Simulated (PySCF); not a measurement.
1-chlorocyclopenta-1,3-diene (C₅H₅Cl), SMILES ClC1=CC=CC1. Atoms are numbered in the order given.

```xyz
11

Cl    -0.0009     2.0049     0.0000
C     -0.0695     0.2864     0.0000
C     -1.1728    -0.4860     0.0000
C     -0.7373    -1.8945     0.0000
C      0.6102    -1.9545     0.0000
C      1.1729    -0.5584     0.0000
H     -2.2047    -0.1327     0.0000
H     -1.4201    -2.7470     0.0000
H      1.2226    -2.8579     0.0000
H      1.7977    -0.3520     0.8869
H      1.7977    -0.3520    -0.8869
```

Geometry optimised at ωB97X-D3(BJ)/def2-SVP. The values are those of a single conformer.

The numbers are results of ωB97X-D3(BJ)/def2-SVP (PySCF), not measurements.

Frequencies are harmonic and unscaled.

```json
[
 {"mode": "1", "ν (cm⁻¹)": "219", "IR (km/mol)": "0.1", "Raman (Å⁴/amu)": "0.3", "depolarisation": "0.75", "moving atoms (share of kinetic energy)": "C 66 %, H 21 %, Cl 13 %"},
 {"mode": "2", "ν (cm⁻¹)": "296", "IR (km/mol)": "1.2", "Raman (Å⁴/amu)": "3.3", "depolarisation": "0.75", "moving atoms (share of kinetic energy)": "C 61 %, Cl 24 %, H 16 %"},
 {"mode": "3", "ν (cm⁻¹)": "367", "IR (km/mol)": "13.1", "Raman (Å⁴/amu)": "1.8", "depolarisation": "0.75", "moving atoms (share of kinetic energy)": "H 56 %, C 43 %"},
 {"mode": "4", "ν (cm⁻¹)": "480", "IR (km/mol)": "9.7", "Raman (Å⁴/amu)": "5.8", "depolarisation": "0.29", "moving atoms (share of kinetic energy)": "Cl 57 %, C 37 %"},
 {"mode": "5", "ν (cm⁻¹)": "521", "IR (km/mol)": "0.2", "Raman (Å⁴/amu)": "0.1", "depolarisation": "0.75", "moving atoms (share of kinetic energy)": "C 62 %, H 38 %"},
 {"mode": "6", "ν (cm⁻¹)": "701", "IR (km/mol)": "40.0", "Raman (Å⁴/amu)": "2.2", "depolarisation": "0.75", "moving atoms (share of kinetic energy)": "H 80 %, C 20 %"},
 {"mode": "7", "ν (cm⁻¹)": "821", "IR (km/mol)": "7.0", "Raman (Å⁴/amu)": "2.9", "depolarisation": "0.64", "moving atoms (share of kinetic energy)": "C 90 %, H 10 %"},
 {"mode": "8", "ν (cm⁻¹)": "883", "IR (km/mol)": "14.8", "Raman (Å⁴/amu)": "2.9", "depolarisation": "0.19", "moving atoms (share of kinetic energy)": "C 81 %, H 16 %"},
 {"mode": "9", "ν (cm⁻¹)": "902", "IR (km/mol)": "4.3", "Raman (Å⁴/amu)": "3.9", "depolarisation": "0.75", "moving atoms (share of kinetic energy)": "H 60 %, C 40 %"},
 {"mode": "10", "ν (cm⁻¹)": "920", "IR (km/mol)": "20.1", "Raman (Å⁴/amu)": "2.0", "depolarisation": "0.75", "moving atoms (share of kinetic energy)": "H 53 %, C 47 %"},
 {"mode": "11", "ν (cm⁻¹)": "973", "IR (km/mol)": "14.0", "Raman (Å⁴/amu)": "6.2", "depolarisation": "0.42", "moving atoms (share of kinetic energy)": "H 60 %, C 40 %"},
 {"mode": "12", "ν (cm⁻¹)": "987", "IR (km/mol)": "0.0", "Raman (Å⁴/amu)": "1.6", "depolarisation": "0.75", "moving atoms (share of kinetic energy)": "H 75 %, C 25 %"},
 {"mode": "13", "ν (cm⁻¹)": "1013", "IR (km/mol)": "1.3", "Raman (Å⁴/amu)": "0.8", "depolarisation": "0.63", "moving atoms (share of kinetic energy)": "H 63 %, C 37 %"},
 {"mode": "14", "ν (cm⁻¹)": "1116", "IR (km/mol)": "3.2", "Raman (Å⁴/amu)": "7.1", "depolarisation": "0.51", "moving atoms (share of kinetic energy)": "H 73 %, C 26 %"},
 {"mode": "15", "ν (cm⁻¹)": "1125", "IR (km/mol)": "0.0", "Raman (Å⁴/amu)": "7.4", "depolarisation": "0.75", "moving atoms (share of kinetic energy)": "H 87 %, C 13 %"},
 {"mode": "16", "ν (cm⁻¹)": "1126", "IR (km/mol)": "7.8", "Raman (Å⁴/amu)": "15.2", "depolarisation": "0.30", "moving atoms (share of kinetic energy)": "C 68 %, H 30 %"},
 {"mode": "17", "ν (cm⁻¹)": "1246", "IR (km/mol)": "1.5", "Raman (Å⁴/amu)": "5.4", "depolarisation": "0.64", "moving atoms (share of kinetic energy)": "H 70 %, C 29 %"},
 {"mode": "18", "ν (cm⁻¹)": "1343", "IR (km/mol)": "28.8", "Raman (Å⁴/amu)": "0.3", "depolarisation": "0.20", "moving atoms (share of kinetic energy)": "C 73 %, H 26 %"},
 {"mode": "19", "ν (cm⁻¹)": "1387", "IR (km/mol)": "25.3", "Raman (Å⁴/amu)": "7.8", "depolarisation": "0.33", "moving atoms (share of kinetic energy)": "H 65 %, C 34 %"},
 {"mode": "20", "ν (cm⁻¹)": "1408", "IR (km/mol)": "5.5", "Raman (Å⁴/amu)": "25.4", "depolarisation": "0.73", "moving atoms (share of kinetic energy)": "H 64 %, C 36 %"},
 {"mode": "21", "ν (cm⁻¹)": "1630", "IR (km/mol)": "34.0", "Raman (Å⁴/amu)": "88.5", "depolarisation": "0.16", "moving atoms (share of kinetic energy)": "C 95 %"},
 {"mode": "22", "ν (cm⁻¹)": "1707", "IR (km/mol)": "23.3", "Raman (Å⁴/amu)": "5.4", "depolarisation": "0.51", "moving atoms (share of kinetic energy)": "C 92 %"},
 {"mode": "23", "ν (cm⁻¹)": "3084", "IR (km/mol)": "1.2", "Raman (Å⁴/amu)": "141.2", "depolarisation": "0.14", "moving atoms (share of kinetic energy)": "H 94 %"},
 {"mode": "24", "ν (cm⁻¹)": "3136", "IR (km/mol)": "1.1", "Raman (Å⁴/amu)": "91.8", "depolarisation": "0.75", "moving atoms (share of kinetic energy)": "H 91 %, C 9 %"},
 {"mode": "25", "ν (cm⁻¹)": "3237", "IR (km/mol)": "4.3", "Raman (Å⁴/amu)": "90.4", "depolarisation": "0.72", "moving atoms (share of kinetic energy)": "H 92 %, C 8 %"},
 {"mode": "26", "ν (cm⁻¹)": "3259", "IR (km/mol)": "5.4", "Raman (Å⁴/amu)": "45.6", "depolarisation": "0.55", "moving atoms (share of kinetic energy)": "H 91 %, C 9 %"},
 {"mode": "27", "ν (cm⁻¹)": "3266", "IR (km/mol)": "0.8", "Raman (Å⁴/amu)": "185.2", "depolarisation": "0.11", "moving atoms (share of kinetic energy)": "H 90 %, C 10 %"}
]
```
